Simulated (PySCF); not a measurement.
Al(OH)2(PH2) (AlH4O2P), SMILES [OH][Al]([OH])[PH2]. Geometry optimised at TPSSh-D3(BJ)/def2-SVP. One conformer was computed; it need not be the lowest.

Problem. Give the equilibrium geometry at TPSSh-D3(BJ)/def2-SVP (PySCF confirms it by a frequency run) as bond lengths and angles, and its point group. (An estimate is asked for; the answer gives what the named calculation found.)

Solution. This is not unique; one that fits is point group Cs.
Atoms: Al1 O2 H3 O4 H5 P6 H7 H8. Bonded distances (Å): Al1–O2 1.706, Al1–O4 1.706, Al1–P6 2.317, O2–H3 0.963, O4–H5 0.963, P6–H7 1.428, P6–H8 1.428. Angles (°): O2–Al1–O4 125.3, O2–Al1–P6 117.3, O4–Al1–P6 117.3, Al1–O2–H3 128.6, Al1–O4–H5 128.6, Al1–P6–H7 93.2, Al1–P6–H8 93.2, H7–P6–H8 94.5.
